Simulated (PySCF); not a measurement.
Computed with B3LYP-D3(BJ)/def2-TZVP // r2SCAN-D4/def2-SVP in PySCF. Gas-phase values, no solvent. One relaxed conformer stands for a flexible species; it need not be the lowest. B3LYP has the VWN-RPA correlation part, as in Gaussian. 

Reference species: [Cd(NH2)(H)] (neutral, multiplicity 1).

```json
{
  "LUMO": "-0.71 eV",
  "HOMO–LUMO gap": "5.67 eV",
  "coordination_number": "2"
}
```

Changed species: [Cd(NH2)2] (0 of 2 NH2 replaced by H; the reference has 1 of 2 NH2 replaced by H).

### Question
What does the change do to the LUMO, HOMO–LUMO gap and coordination number?

### Answer
the LUMO decreases by 0.23 eV, to -0.94 eV; the HOMO–LUMO gap falls by 0.16 eV, to 5.51 eV; the coordination number hardly moves.
